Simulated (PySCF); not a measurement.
## Spinor energies of Nd (neodymium, neutral)

Start: [Xe] 4f4 6s2; 4f5/2 filled at m_j = -1/2, +1/2, +3/2, +5/2. Calculated with PySCF 2.14 in x2c-SVPall-2c: generalised Hartree-Fock with the X2C-1e Hamiltonian and a Gaussian nucleus; one run each with spin-orbit coupling (SO) switched off, then screened by Boettger's factors.

```csv
spinor shell,electrons,"ε, spin-free (eV)","ε, screened SO (eV)",weight of nominal j (screened SO),"rms radius, screened SO (bohr)"
1s1/2,2,-43780.1,-43773.5,1.000,0.0270
2s1/2,2,-7193.6,-7191.5,1.000,0.109
2p1/2,2,-6424.4,-6789.3,1.000,0.0938
2p3/2,4,-6424.4,-6264.9,1.000,0.0998
3s1/2,2,-1607.2,-1606.5,1.000,0.283
3p1/2,2,-1359.3,-1433.9,1.000,0.275
3p3/2,4,-1359.3,-1326.2,1.000,0.288
3d3/2,4,-1014.8,-1028.6,0.997,0.260
3d5/2,6,-1014.8,-1004.9,0.998,0.263
4s1/2,2,-339.68,-339.45,1.000,0.645
4p1/2,2,-255.73,-273.15,0.982,0.668
4p3/2,4,-255.73,-247.83,0.991,0.695
4d3/2,4,-133.25,-139.51,0.774,0.762
4d5/2,6,-133.25,-128.84,0.849,0.767
5s1/2,2,-50.279,-50.235,1.000,1.58
5p1/2,2,-27.554,-30.363,0.925,1.80
5p3/2,4,-27.554,-26.280,0.962,1.91
4f5/2,4,-11.651,-11.654,0.700,1.15
6s1/2,2,-4.718,-4.719,1.000,5.16
```

| quantity | spin-free | screened SO |
| --- | --- | --- |
| E (hartree) | -9617.16403 | -9621.95551 |
| M_J | 4 | 4 |
| ⟨J²⟩ | 24.010 | 23.430 |
| ⟨L²⟩ | 42.005 | 41.884 |
| ⟨S²⟩ | 6.005 | 5.996 |

The determinant has a definite M_J but mixes levels of different J.

Each row is a mean over spinors that exchange with the open shell spreads, by up to 9.999 eV (4d3/2).

Rows whose weight is well below 1 are mixtures of j = l ± 1/2: exchange outweighs spin-orbit coupling there, and the label is only the starting occupation.

Breit and QED terms are absent; they matter most for the inner s and p1/2 levels.

Densities and radii are taken from the X2C orbitals without a picture-change correction, which distorts them close to the nucleus.

Without spin-orbit coupling the j labels of p, d and f shells carry no meaning; the spin-free column gives the mean over the occupied spinors of each nl shell, and its ⟨J²⟩ belongs to a mixture of degenerate components.
